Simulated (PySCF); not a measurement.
Correlation energy of Hf(2+) (hafnium, charge +2)

Starting occupation: [Xe] 4f14 5d2, 5d3/2 with m_j = +1/2, +3/2. All numbers are calculated (PySCF 2.14, X2C-1e with screened-nucleus spin-orbit coupling, Gaussian nucleus, in x2c-SVPall-2c (7s9p9d2f, 93 functions)). Frozen: [Kr] 4d10 4f14; 10 electrons correlated; the 32 highest virtual spinors left out.

MP2 pair energies summed by pair of shells (mhartree):

```tsv
pair	energy	share (%)
5p-5p	-73.51	67.4
5d-5p	-23.80	21.8
5p-5s	-4.52	4.1
5s-5s	-2.96	2.7
5d-5d	-2.39	2.2
5d-5s	-1.93	1.8
```

Total MP2 correlation energy: -109.11 mhartree.

The GHF reference relaxed away from the jj start to a determinant that is no pure jj level (⟨S²⟩ = 1.76, ⟨J²⟩ = 6.28); the energies belong to that determinant.

This basis was not built for core-valence correlation, so the inner-shell part is incomplete.
